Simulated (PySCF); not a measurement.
Which element holds Cl most strongly?

PBE in PySCF with def2-TZVPPD on every atom (core potentials on Mo, In, Sn), for the lowest determinant that a PBE0 search found; no spin–orbit coupling. D0 is De less the harmonic zero-point energy.

```json
{"M": "Si", "state (unpaired electrons)": "doublet (π ↑)", "Re (Å)": "2.085", "ωe (cm⁻¹)": "512", "D0(MCl) (eV)": "4.57"}
{"M": "C", "state (unpaired electrons)": "doublet (π ↑)", "Re (Å)": "1.658", "ωe (cm⁻¹)": "855", "D0(MCl) (eV)": "4.70"}
{"M": "Ga", "state (unpaired electrons)": "singlet (closed shell)", "Re (Å)": "2.237", "ωe (cm⁻¹)": "350", "D0(MCl) (eV)": "4.95"}
{"M": "Mo", "state (unpaired electrons)": "sextet (σ ↑, π ↑↑, δ ↑↑)", "Re (Å)": "2.275", "ωe (cm⁻¹)": "379", "D0(MCl) (eV)": "3.94"}
{"M": "In", "state (unpaired electrons)": "singlet (closed shell)", "Re (Å)": "2.440", "ωe (cm⁻¹)": "298", "D0(MCl) (eV)": "4.68"}
{"M": "B", "state (unpaired electrons)": "singlet (closed shell)", "Re (Å)": "1.732", "ωe (cm⁻¹)": "807", "D0(MCl) (eV)": "5.47"}
{"M": "Sn", "state (unpaired electrons)": "doublet (π ↑)", "Re (Å)": "2.392", "ωe (cm⁻¹)": "334", "D0(MCl) (eV)": "4.10"}
```

Order the elements by D0 and give the energy of InCl + C → CCl + In.

B > Ga > C > In > Si > Sn > Mo; ΔE = 4.68 − 4.70 = -0.02 eV at PBE/def2-TZVPPD. Close neighbours can swap at other levels.

The metal atom is held in its measured ground configuration; semilocal functionals can put another filling of s and d lower by some tenths of an eV, and De to that atom would be smaller. Spin–orbit coupling is left out, which matters for elements this heavy, above all for dissociation energies. States were picked by a PBE0 search and need not be the measured ground states.
